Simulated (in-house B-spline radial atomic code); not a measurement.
RPA and G0W0 for neutral calcium, [Ar] 4s2, as one setting changes: the radius of a hard wall (bohr). Start: PBE0. A dash marks a level of low quasi-particle weight. Computed with an all-electron radial atomic-structure program (B-spline basis): all electrons, non-relativistic, point nucleus, each spin shell either full or empty, empty states to l = 9 with an (l + 1/2)⁻⁴ tail; G0W0 by contour deformation at full frequency.

```
radius of a hard wall (bohr)  mean-field level (eV)  G0W0 level (eV)  RPA correlation (Eh)
                           5                  1.000        4s -2.064               -1.2384
                           6                      ?                ?                     ?
                           8                      ?                ?                     ?
                          12                 -4.295        4s -6.233               -1.1968
```

(1) What belongs in the row for 8?

(2) What belongs in the row for 6?

## Answers

(1) mean-field level (eV): -3.774; G0W0 level (eV): 4s -6.012; RPA correlation (Eh): -1.2031.

(2) mean-field level (eV): -1.894; G0W0 level (eV): 4s -4.566; RPA correlation (Eh): -1.2192.
